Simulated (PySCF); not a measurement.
Electrostatic potential from atomic charges

Species: `C=CC/C=C/C(N)=O`. Coordinates (GFN2-xTB, Å) and charges (e) from the PBE0/pcSseg-1 density (PySCF):

```csv
atom,x,y,z,Mulliken,IAO,Hirshfeld,ESP-fitted
C1,-3.032,0.901,-0.283,-0.1470,-0.3201,-0.1052,-0.5483
C2,-2.332,-0.102,0.210,-0.2417,-0.1247,-0.0337,-0.0010
C3,-1.224,-0.801,-0.522,-0.1164,-0.2648,-0.0639,-0.1233
C4,0.047,-0.692,0.251,-0.1007,-0.0764,-0.0079,+0.0428
C5,1.166,-0.128,-0.189,-0.2480,-0.2311,-0.0781,-0.5135
C6,2.369,-0.059,0.669,+0.4853,+0.4366,+0.1603,+0.8224
N7,3.423,0.585,0.101,-0.4134,-0.5091,-0.1752,-0.9325
O8,2.435,-0.530,1.786,-0.4345,-0.5139,-0.3030,-0.5851
H9,-2.854,1.284,-1.275,+0.1076,+0.1432,+0.0440,+0.2205
H10,-3.817,1.379,0.277,+0.1191,+0.1539,+0.0475,+0.2019
H11,-2.525,-0.469,1.210,+0.1140,+0.1456,+0.0483,+0.1147
H12,-1.484,-1.861,-0.617,+0.1540,+0.1595,+0.0528,+0.0797
H13,-1.105,-0.379,-1.522,+0.1172,+0.1394,+0.0467,+0.0964
H14,0.041,-1.092,1.257,+0.1262,+0.1666,+0.0501,+0.1195
H15,1.237,0.295,-1.182,+0.0930,+0.1348,+0.0401,+0.2028
H16,3.376,0.997,-0.813,+0.1908,+0.2744,+0.1366,+0.3954
H17,4.272,0.683,0.633,+0.1945,+0.2861,+0.1398,+0.4074
```

Points outside the species (Å): A (3.0, 5.2, 4.6); B (0.6, 0.0, -4.3); C (-2.1, -5.2, -1.7).

Q: Find the potential V = 14.3996 V·Å × Σ q/r of each set of charges at these points.

A: In volts:

| point | nearest atom | distance (Å) | Mulliken | IAO | Hirshfeld | ESP-fitted |
| --- | --- | --- | --- | --- | --- | --- |
| A | H17 | 6.14 | -0.108 | -0.105 | -0.059 | -0.098 |
| B | H15 | 3.20 | +0.248 | +0.305 | +0.177 | +0.322 |
| C | H12 | 3.56 | +0.135 | +0.083 | +0.042 | +0.057 |

Q: How far are the other sets from the ESP-fitted one at these points?

A: Root-mean-square difference: IAO 0.019 V, Mulliken 0.063 V, Hirshfeld 0.087 V. The ESP scheme is a least-squares fit of atom-centred charges to the potential on four shells outside the van der Waals surface, with the total charge fixed.

Q: What energy would a point charge of +2 e have at B in the field of the ESP charges, leaving out polarisation?

A: +0.644 eV = +62.2 kJ/mol, a repulsion.

Geometry: GFN2-xTB, one conformer, isolated molecule.

The run behind these numbers computed NMR shieldings as well. The run took 18 s (grids of density and orbitals included) on AMD EPYC 9R45, one thread, shared host with 96 logical CPUs at a one-minute load of 31, and the process peaked at 0.82 GiB of memory.

The values belong to the conformer `[CH2:1]=[CH:2][CH2:3]/[CH:4]=[CH:5]/[C:6]([NH2:7])=[O:8]`: C1–C2–C3–C4 121°, C2–C3–C4–C5 -120°, C4–C5–C6–N7 -178°, H–N7–C6–C5 1°, H–N7–C6–C5 179°.
